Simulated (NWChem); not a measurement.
**Correlation energy of CF (+1)**

```
C
F 1 1.1535
```
Charge +1, spin multiplicity 1.

Everything below was run with NWChem. The geometry was optimised at PBE0/def2-SVP, a minimum by its harmonic frequencies.

Basis set: def2-SVP. Each correlation energy counts from its own Hartree-Fock reference.

The correlated methods keep 2 core orbitals frozen. The structure started from a generated list of species. Coupled-cluster values serve here as a point of comparison, not as the truth.

**Question.** Order these methods by the correlation energy they give, lowest first: CR-CCSD(T), CCSD, MP2, CCSDT, CCSD+T(CCSD), SCS-MP2.

**Answer.** CCSD+T(CCSD) (-300.2 mHa), CCSDT (-298.6 mHa), CR-CCSD(T) (-296.5 mHa), CCSD (-288.9 mHa), MP2 (-273.3 mHa), SCS-MP2 (-266.6 mHa)
